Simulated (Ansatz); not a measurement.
`C[CH](C)[Ge][F]` and `C[CH](C)[Sn][OH]` differ in one atom or group.

Ansatz, PBE0-D4/def2-TZVP geometries, multiplicity 1. Each molecule was computed in one conformer, which needn't be the lowest.

Elements past krypton have def2 core potentials. Scalar relativity is left out up to krypton.

```csv
property,`C[CH](C)[Ge][F]`
"ideal-gas entropy at 298 K and 1 bar (rigid rotor, harmonic PBE0-D4/def2-TZVP) / J/(mol·K)",367
HOMO–LUMO gap (B3LYP/def2-TZVPP) / eV,3.64
LUMO energy (B3LYP/def2-TZVPP) / eV,-2.62
zero-point energy (PBE0-D4/def2-TZVP) / kJ/mol,248.0
LUMO energy (PBE/def2-TZVPP) / eV,-3.17
LUMO energy (ωB97M-V/def2-TZVPP) / eV,-0.40
```

Problem. Give the same properties after the change, and the shifts. (Best estimate.)

Solution. The calculation gave: 
```
                                                                                  property  `C[CH](C)[Sn][OH]`  shift
ideal-gas entropy at 298 K and 1 bar (rigid rotor, harmonic PBE0-D4/def2-TZVP) / J/(mol·K)                 379     12
                                                     HOMO–LUMO gap (B3LYP/def2-TZVPP) / eV                3.48  -0.16
                                                       LUMO energy (B3LYP/def2-TZVPP) / eV               -2.41   0.21
                                            zero-point energy (PBE0-D4/def2-TZVP) / kJ/mol               276.2   28.2
                                                         LUMO energy (PBE/def2-TZVPP) / eV               -2.86   0.31
                                                     LUMO energy (ωB97M-V/def2-TZVPP) / eV               -0.43  -0.03
```

With PBE0 the HOMO rises by 0.38 eV and the LUMO rises by 0.21 eV, so the gap narrows by about 0.17 eV. PBE moves the HOMO by 0.29 eV and ωB97M-V by 0.44 eV. The zero-point energy changes by 28.2 kJ/mol with +3 modes. Modes under 60 cm⁻¹, often nearly free rotors, make the harmonic entropy too high.

B3LYP here is the variant with VWN-RPA as its local correlation; programs differ in this.
